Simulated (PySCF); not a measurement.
C4H8FNS (charge -1 and doublet state).
Geometry (GFN2-xTB, Å), atoms numbered from 1 in this order:
```
atom  x, y, z in Å
C1    -0.1839   -0.9484   -1.1035
C2    -0.3449    0.2758   -0.1799
C3    -1.5610    0.0846    0.7124
F4    -2.7457    0.0409   -0.0174
C5     0.8481    0.5219    0.7039
N6     1.9345    1.1914    0.0463
S7     1.1527   -0.5399    2.0172
H8    -1.1079   -1.1538   -1.6452
H9     0.6130   -0.7736   -1.8260
H10    0.0779   -1.8158   -0.4997
H11   -0.5023    1.1668   -0.8054
H12   -1.4906   -0.8560    1.2630
H13   -1.6608    0.9157    1.4157
H14    2.2469    0.6932   -0.7956
H15    2.7195    1.2052    0.6922
```

The hyperfine couplings belong to this conformer and change with its torsions.

As a line formula: `C[C@@H](CF)[C](N)[S-]` [radical] (charge -1).

Method used: UKS B3LYP, pcH-1 on C F H N S, non-relativistic, mean-field spin-orbit, GIAO (PySCF). Whether the extra electron is bound in the gas phase wasn't checked; a finite basis holds it in any case. A GFN2-xTB geometry isn't a minimum of the functional, and hyperfine couplings can be far from their values at a DFT geometry, by a factor of two or more for some ions and for spin on atoms past the first row. Stability of the SCF solution: not tested.

Task: Give the principal g shifts and their parts.

Result: 
| Δg (ppt) | 1 | 2 | 3 |
| --- | --- | --- | --- |
| relativistic mass correction | -0.18 | -0.18 | -0.18 |
| gauge correction | 0.00 | 0.02 | 0.05 |
| orbital Zeeman/spin–orbit | -0.55 | 5.22 | 6.65 |
| total | -0.72 | 5.05 | 6.52 |

So g = 2.00160, 2.00737, 2.00884 and g_iso = 2.00594; the tensor is rhombic: the two nearest values differ by 20 % of g3 − g1. Axes: g2 points within 15° of the C2–C5 bond.

Task: At 9.403 GHz, how far is the centre of the isotropic spectrum from where a free electron (g = 2.002319) resonates?

Result: B = hν/(g μB) with μB/h = 13.99624 MHz/mT gives 335.52 mT for the free electron and 334.92 mT at g_iso, 0.60 mT lower.

Task: What effective moment and Curie constant follow for a powder?

Result: With the mean of g² = 4.0238 and S(S+1) = 0.75: μ_eff = √(⟨g²⟩S(S+1)) = 1.737 μB and χT = 0.12505·⟨g²⟩·S(S+1) = 0.377 cm³ K/mol (cgs; spin-Hamiltonian part alone).

Task: In a frozen sample, at which fields do the three g values resonate at 9.5, 34, 94 and 263 GHz (hyperfine left aside), and which band first spreads them over more than twice a line width of 1.0 mT?

Result: 
```
band    GHz  B(g3) mT  B(g2) mT  B(g1) mT  spread mT
   X    9.5    337.88    338.13    339.11       1.22
   Q   34.0   1209.27   1210.15   1213.64       4.37
   W   94.0   3343.27   3345.71   3355.36      12.09
   J  263.0   9354.04   9360.88   9387.87      33.83
```

The spread grows in proportion to the frequency. Q band is the first where it exceeds 2.0 mT.

The Mulliken spin populations are largest on C5 (+0.65), S7 (+0.25) and H14 (+0.07). The angles at C5 add up to 353.6°, so it is slightly pyramidal.

The HOMO–LUMO gaps are 3.38 eV among the α and 4.51 eV among the β orbitals.

Time: 63 s wall (grids of density and orbitals included); peak memory 0.96 GiB. Hardware: one thread, Arm Neoverse V2 (aarch64) (shared host).
